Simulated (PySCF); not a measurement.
# A small calculation by hand: refractive index and permittivity of the vapour

Cd(OH)2 (CdH2O2), SMILES [OH][Cd][OH].

Coordinates come from a B3LYP-D3(BJ)/def2-TZVP optimisation. A frequency run showed that this geometry is not a minimum. The def2 effective core potentials stand for the cores of Cd; spin–orbit coupling is left out. Other conformers were not sampled.

CAM-B3LYP/def2-TZVPD in PySCF gives a mean static polarisability of 38.8 bohr³ and a dipole moment of 2.67 D. Take an ideal gas at 298.15 K and 0.01 bar, whether or not the substance is that volatile.

Problem. Work out n − 1 in the optical limit and the static ε − 1.

Solution. 
Polarisability volume α' = 38.8 × 0.148185 = 5.75 Å³. Number density N = p/kT = 2.43e-7 Å⁻³.
Dilute limit of Lorentz–Lorenz: n − 1 = 2π N α' = 8.8e-6.
Orientation term of Debye: μ²/(3kT) = 8.098 Å³ × μ²(D²) = 57.73 Å³.
ε − 1 = 4π N (α' + μ²/3kT) = 0.00019. Orientation of the dipole supplies 91 % of the static response; it can't follow optical fields. Vibrational polarisation and dispersion are left out.
